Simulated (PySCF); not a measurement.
Ionising SnSe

PBE0; basis Sn def2-SVP with ECP28, Se def2-SVP; scalar-relativistic core potentials; PySCF 2.14. Neutral (UKS): singlet (closed shell), Re = 2.339 Å, ωe = 339 cm⁻¹, De = 4.53 eV, HOMO -7.01 eV, LUMO -2.49 eV.

SnSe⁺ (UKS): doublet (π ↑), Re = 2.508 Å, ωe = 266 cm⁻¹, De = 3.01 eV to Sn⁺ + Se. The energies at the minima are -2615.33184 hartree for SnSe and -2615.00707 for SnSe⁺.

Q: Work out the adiabatic ionisation energy, without and with harmonic zero-point energies (1 hartree = 27.2114 eV, 1 eV = 8065.5 cm⁻¹), and the change of the bond length.

A: At PBE0: 0.32477 hartree = 8.837 eV between the minima; the zero-point term (266.0 − 339.0)/2 cm⁻¹ = -0.005 eV makes it 8.833 eV. Re changes by +16.9 pm against the neutral. Minus the HOMO energy is 7.01 eV, -1.83 eV from the value between the minima; self-interaction puts the Kohn–Sham level too high, less so with exact exchange. The electron leaves a π orbital, and the longer bond of the ion fits a bonding orbital, or a change in how ionic the bond is.

These are scalar-relativistic numbers at best; spin–orbit coupling would shift them, the dissociation energy most. For an ion De counts to the pair picked by the measured ionisation energies or electron affinities, which need not be the lowest pair at this level. States were picked by a PBE0 search and need not be the measured ground states.
